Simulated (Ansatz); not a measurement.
Steps of a relaxation of C$_{4}$H$_{3}$F$_{5}$ (`C/C(F)=C(\F)C(F)(F)F`) with RKS PBE0-D4/def2-TZVP.

```sh
$ ansatz run in.yaml --threads 2 --pin off --events-out ev --progress --plain --max-ram 32768MiB --backend cuda --devices 0, --max-vram 18GiB
```

```yaml
crystal:
  periodic: [false, false, false]
  atoms:
    - {symbol: C, position_ang: [-1.587616, -0.287993, -1.163517]}
    - {symbol: C, position_ang: [-0.483244, -0.505486, -0.191726]}
    - {symbol: F, position_ang: [-0.436895, -1.740309, 0.334951]}
    - {symbol: C, position_ang: [0.429344, 0.424043, 0.171734]}
    - {symbol: F, position_ang: [0.363402, 1.660271, -0.367091]}
    - {symbol: C, position_ang: [1.575636, 0.297275, 1.141044]}
    - {symbol: F, position_ang: [1.446224, 1.195681, 2.146497]}
    - {symbol: F, position_ang: [2.750535, 0.563879, 0.521987]}
    - {symbol: F, position_ang: [1.653857, -0.930440, 1.681579]}
    - {symbol: H, position_ang: [-2.567310, -0.475841, -0.676456]}
    - {symbol: H, position_ang: [-1.497736, -1.000552, -2.009964]}
    - {symbol: H, position_ang: [-1.569198, 0.744274, -1.555038]}
basis:
  gaussian: {orbitals: def2-TZVP}
hamiltonian: {xc: pbe0, dispersion: d4}
relax: {f_tol: 0.005, max_steps: 150}
```

Positions (Å) and forces (eV/Å) along the path, 5 of 5 steps:

```xyz
12
step=1 energy=-17770.5271 eV
C    -1.588   -0.288   -1.164   -0.191   -0.047   -0.130
C    -0.483   -0.505   -0.192    0.599    0.557    0.259
F    -0.437   -1.740    0.335   -0.025    0.592   -0.260
C     0.429    0.424    0.172   -0.632   -0.581   -0.271
F     0.363    1.660   -0.367    0.042   -0.548    0.243
C     1.576    0.297    1.141    0.227   -0.015    0.192
F     1.446    1.196    2.146    0.130   -0.547   -0.557
F     2.751    0.564    0.522   -0.656   -0.170    0.416
F     1.654   -0.930    1.682    0.006    0.827   -0.319
H    -2.567   -0.476   -0.676    0.496    0.101   -0.200
H    -1.498   -1.001   -2.010   -0.001    0.344    0.421
H    -1.569    0.744   -1.555    0.004   -0.512    0.205
12
step=2 energy=-17770.5846 eV
C    -1.580   -0.285   -1.158   -0.055   -0.024   -0.034
C    -0.480   -0.497   -0.192    0.152    0.109    0.076
F    -0.435   -1.726    0.329   -0.021    0.178   -0.086
C     0.423    0.417    0.170   -0.153   -0.111   -0.079
F     0.361    1.647   -0.366    0.027   -0.163    0.088
C     1.565    0.294    1.134    0.171   -0.025    0.146
F     1.439    1.186    2.133    0.027   -0.210   -0.238
F     2.732    0.559    0.521   -0.279   -0.062    0.142
F     1.647   -0.922    1.674   -0.004    0.320   -0.127
H    -2.546   -0.472   -0.671    0.146    0.030   -0.059
H    -1.485   -0.992   -1.993   -0.001    0.101    0.124
H    -1.563    0.735   -1.546   -0.010   -0.142    0.048
12
step=3 energy=-17770.5911 eV
C    -1.577   -0.284   -1.156    0.006    0.000    0.004
C    -0.478   -0.494   -0.193   -0.001    0.008   -0.001
F    -0.437   -1.720    0.325   -0.003   -0.011   -0.001
C     0.422    0.414    0.170   -0.020    0.005   -0.016
F     0.363    1.642   -0.361    0.009    0.003    0.005
C     1.562    0.292    1.133    0.027   -0.005    0.024
F     1.435    1.182    2.125   -0.007    0.003   -0.002
F     2.722    0.557    0.520   -0.003    0.000   -0.008
F     1.647   -0.917    1.671    0.003    0.001    0.002
H    -2.537   -0.471   -0.668   -0.008   -0.002    0.005
H    -1.481   -0.989   -1.986    0.002   -0.006   -0.007
H    -1.564    0.731   -1.546   -0.004    0.006   -0.006
12
step=4 energy=-17770.5912 eV
C    -1.577   -0.284   -1.157    0.001   -0.001    0.002
C    -0.478   -0.493   -0.193    0.002    0.008   -0.004
F    -0.437   -1.720    0.324   -0.001   -0.005    0.002
C     0.422    0.414    0.170   -0.010   -0.003   -0.006
F     0.364    1.642   -0.361    0.004    0.002    0.003
C     1.562    0.292    1.133    0.008   -0.002    0.008
F     1.435    1.182    2.125   -0.003    0.001    0.000
F     2.723    0.557    0.520   -0.001    0.000   -0.003
F     1.648   -0.917    1.672    0.002    0.001    0.001
H    -2.537   -0.471   -0.668   -0.001    0.000    0.001
H    -1.481   -0.990   -1.986    0.001   -0.001   -0.001
H    -1.566    0.731   -1.547   -0.002    0.001   -0.002
12
step=5 energy=-17770.5912 eV
C    -1.578   -0.284   -1.157    0.000   -0.001   -0.001
C    -0.478   -0.493   -0.193   -0.003    0.002   -0.001
F    -0.438   -1.720    0.324    0.002    0.000    0.000
C     0.422    0.414    0.170    0.001   -0.001    0.002
F     0.365    1.643   -0.360    0.000    0.000    0.000
C     1.563    0.292    1.133   -0.002    0.000   -0.002
F     1.435    1.182    2.125    0.000    0.000    0.000
F     2.723    0.557    0.520    0.001    0.000    0.000
F     1.648   -0.917    1.673    0.000    0.001    0.000
H    -2.537   -0.471   -0.668    0.001    0.000    0.000
H    -1.481   -0.990   -1.986    0.000    0.000    0.000
H    -1.566    0.731   -1.548    0.000    0.000    0.000
```

It took 22 s on 2 threads of an AMD EPYC 7R13 on a shared host and a share of an NVIDIA H100 80 GB, with 0.93 GiB of host memory at the peak.
